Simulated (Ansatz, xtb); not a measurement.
**CH3AgSi: 3 structures ranked**

3 gas-phase structures of CH3AgSi, found in a search over its isomers (lower ones may exist). Each was relaxed with GFN2-xTB:

A. `C=[SiH][Ag]`, a singlet
B. `C[Si][Ag]`, a singlet
C. `C[Si][Ag]`, a triplet

Make a reasoned guess at their ranking by r2SCAN-D4/def2-SVP single-point energy.

Calculated order at r2SCAN-D4/def2-SVP: A (0.000), B (0.048), C (0.302) eV.

Energies above the lowest of each column, in eV; the last columns are at B3LYP-D4/def2-TZVP geometries (a dash: not run or not comparable):

| structure | GFN2-xTB | HF/STO-3G | r2SCAN-D4/def2-SVP | B3LYP-D4/def2-TZVP | CCSD(T)/def2-TZVP |
| --- | --- | --- | --- | --- | --- |
| A | 0.531 | 2.827 | 0.000 | 0.000 | 0.000 |
| B | 0.000 | 1.931 | 0.048 | 0.004 | 0.133 |
| C | – | 0.000 | 0.302 | 0.620 | 0.644 |

CCSD(T)/def2-TZVP puts A lowest; GFN2-xTB picks B, HF/STO-3G picks C. GFN2-xTB has no spin polarisation and isn't compared across spin states. Open shells are spin-unrestricted, some with notable spin contamination. Large T1 diagnostics make some coupled-cluster values less sure. Atoms past krypton carry core potentials in the def2 sets, without spin–orbit terms.

Programs: Ansatz 0.2.0, xtb 6.7.1.
